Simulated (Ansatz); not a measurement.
Two structures of BNH3Cl2F, closed shell, reached by relaxing down either side of one saddle point (PBE0-D4/def2-TZVP). Energies are electronic, without zero-point energy. Ansatz 0.2.0; basis: def2-TZVPP and def2-QZVPP; cores frozen in the correlated methods. Extrapolation: Hartree–Fock as exp(−7.88 √X), correlation as X^−2.97. First:

B1  (-0.376, 0.555, -0.817)
N2  (0.693, -0.081, -0.165)
Cl3  (-1.377, -0.350, -1.932)
Cl4  (-0.728, 2.235, -0.474)
H5  (-0.146, -0.740, 1.377)
F6  (-0.477, -1.106, 2.173)
H7  (1.386, 0.463, 0.325)
H8  (1.025, -0.977, -0.487)
(Å)

Second:

B1  (-0.750, 0.227, -0.011)
N2  (0.795, -0.270, 0.130)
Cl3  (-1.490, -0.889, -1.267)
Cl4  (-0.633, 1.977, -0.554)
H5  (0.819, -1.242, 0.430)
F6  (-1.291, 0.080, 1.228)
H7  (1.283, 0.307, 0.811)
H8  (1.266, -0.191, -0.767)
(Å)

**Question.** Which bonds change from the first to the second?

**Answer.** BNH₂Cl₂ ([NH2][B]([Cl])[Cl]) + HF → BCl₂F ([F][B]([Cl])[Cl]) + NH₃ (still joined by a long B–N bond); bonds formed: B1–F6, N2–H5; bonds broken: H5–F6; bonds weakened to dative contacts: B1–N2.

**Question.** Give the saddle point's structure and its height above each. (An estimate is asked for; the value comes from the calculation.)

**Answer.** The calculation gives: 19.44 kcal/mol above the first and 42.51 kcal/mol above the second (CCSD(T) at an estimated basis limit (MP2 extrapolated from triple and quadruple zeta, plus CCSD(T) − MP2 in triple zeta)).
| atom | x (Å) | y (Å) | z (Å) |
| --- | --- | --- | --- |
| B1 | -0.5211 | 0.2941 | -0.2895 |
| N2 | 0.8679 | -0.2108 | -0.0126 |
| Cl3 | -1.4587 | -0.5750 | -1.5168 |
| Cl4 | -0.8055 | 2.0268 | -0.0497 |
| H5 | 0.0921 | -0.6215 | 1.0611 |
| F6 | -0.9581 | -0.4770 | 1.2724 |
| H7 | 1.5701 | 0.4924 | 0.1683 |
| H8 | 1.2132 | -0.9290 | -0.6332 |

No T1 diagnostic of these runs exceeds 0.011.

Steps of this kind, hydrogen fluoride cutting a network bond, underlie vapour etching and the fluorination step of atomic layer etching.

Labels in which every atom is bracketed show which atoms are joined, not bond orders.

For scale, one of the runs: CCSD(T)/def2-TZVPP, 219 basis functions (an equivalent command: `ansatz run in.yaml --threads 4`). Time: 93 s of wall clock on 4 CPU threads; the host was shared. Peak host memory: 3.4 GiB.
